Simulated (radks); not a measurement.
Ionisation of the technetium ion Tc+, [Kr] 4d5 5s1, to [Kr] 4d5 as the strength of local exchange is varied. All-electron calculation, Dirac Kohn-Sham, Slater X-alpha exchange (alpha = 2/3 is LDA exchange), no correlation, spin-unpolarised, spherical densities, finite nucleus; open shells are shared between the two j in proportion to 2j + 1; Fermi nuclear charge, rms radius 4.4112 fm. Program: a radial shooting solver on a logarithmic mesh with Libxc functionals.

| alpha | E(Tc+) (hartree) | exchange (hartree) | IE (eV) | -e of the level emptied (eV) | <r> of it (bohr) |
|---|---|---|---|---|---|
| 0.667 | -4277.67371 | -119.91866 | 14.170 | 10.698 (5s1/2) | 3.055 |
| 0.895 | -4318.85534 | -162.40091 | 15.751 | 12.253 (5s1/2) | 2.914 |
| 0.902 | -4320.12570 | -163.71713 | 15.801 | 12.302 (5s1/2) | 2.909 |
| 0.909 | -4321.39641 | -165.03407 | 15.850 | 12.351 (5s1/2) | 2.905 |
| 0.915 | -4322.48587 | -166.16343 | 15.893 | 12.393 (5s1/2) | 2.902 |
| 0.984 | -4335.03358 | -179.18863 | 16.387 | 12.885 (5s1/2) | 2.862 |
| 1.025 | -4342.50590 | -186.96088 | 16.684 | 13.182 (5s1/2) | 2.838 |
| 1.032 | -4343.78288 | -188.29028 | 16.734 | 13.233 (5s1/2) | 2.834 |

NIST Atomic Spectra Database: 15.260 eV (semi-empirical). The Delta-SCF value meets it near alpha = 0.82. Spin polarisation and multiplet splitting are left out, so open shells lie too high by an amount that depends on their filling. Sharing an open shell by 2j + 1 raises it above the true ground level by a part of the spin-orbit splitting, which enters the differences from NIST.

Beside tabulated values, note that spin-unpolarised runs miss the spin-polarisation part of the exchange energy of open shells.
